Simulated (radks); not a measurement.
The numbers below are computed, except where a source is named.
Q: Ru2.5+, configuration [Ar] 3d10 4s2 4d(up 3, down 3) 4p(up 3, down 2.5) (fractional occupations, a model configuration). Code: a radial shooting solver on a logarithmic mesh with Libxc functionals. Model: scalar-relativistic Kohn-Sham, SCAN, spin-polarised, spherical densities, finite nucleus; meta-GGA in the generalised Kohn-Sham scheme; Fermi nuclear charge, rms radius 4.4809 fm. Some entries of the table are withheld. Estimate them.

| orbital | occ. | eigenvalue (eV) | <r> (bohr) | <1/r> (bohr^-1) |
|---|---|---|---|---|
| 1s up | 1 | -22012.92 | 0.03344 | 45.87 |
| 1s down | 1 | -22012.80 | 0.03344 | 45.87 |
| 2s up | 1 | -3204.269 | 0.1456 | 10.38 |
| 2s down | 1 | -3204.204 | 0.1456 | 10.38 |
| 2p up | 3 | -2869.612 | 0.1270 | 10.06 |
| 2p down | 3 | -2869.493 | 0.1270 | 10.06 |
| 3s up | 1 | -594.1919 | 0.4016 | 3.607 |
| 3s down | 1 | -594.0961 | 0.4016 | 3.606 |
| 3p up | 3 | -483.1137 | 0.4023 | 3.428 |
| 3p down | 3 | -482.9887 | 0.4023 | 3.428 |
| 3d up | 5 | -305.2934 | 0.3840 | (1) |
| 3d down | 5 | -305.1385 | 0.3839 | (2) |
| 4s up | 1 | (3) | 1.014 | 1.345 |
| 4s down | 1 | (4) | 1.015 | 1.344 |
| 4p up | 3 | -76.0060 | 1.112 | 1.209 |
| 4p down | 2.5 | -75.2023 | 1.114 | 1.207 |
| 4d up | 3 | -31.3386 | 1.456 | 0.9095 |
| 4d down | 3 | -30.8366 | 1.469 | 0.9021 |

A: 
(1) 3d up <1/r> (bohr^-1): 3.194
(2) 3d down <1/r> (bohr^-1): 3.195
(3) 4s up eigenvalue (eV): -107.2157
(4) 4s down eigenvalue (eV): -106.3167
